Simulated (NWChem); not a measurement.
C$_{2}$H$_{6}$F$_{2}$Si; SMILES FC(F)[SiH2]C

```xyz
11

C     -0.0051     1.7027     1.0643
Si     0.0033     0.9291    -0.6389
C      0.0019    -0.9817    -0.4148
F      1.0991    -1.3465     0.3074
F     -1.1024    -1.3461     0.2967
H     -0.8985     1.3801     1.6201
H     -0.0053     2.8016     1.0096
H      0.8832     1.3808     1.6286
H      1.2248     1.2909    -1.4199
H     -1.2104     1.2912    -1.4320
H      0.0063    -1.5736    -1.3494
```
Atoms are numbered in this order, from 1.

Results from NWChem. Structure relaxed at the PBE0/def2-SVP level. Level: PBE0/def2-SVP with SMD (1 M gas to 1 M solution), gas-phase geometry. Reactions with the solvent are ignored.

### Question
What does the run give for solvent water? Quantities: solvation free energy (kcal/mol); cavity-dispersion-structure term (kcal/mol); dipole in solution (D).

### Answer
The solvation free energy (kcal/mol) is 1.2. The cavity-dispersion-structure term (kcal/mol) is 4.6. The dipole in solution (D) comes out as 1.75.
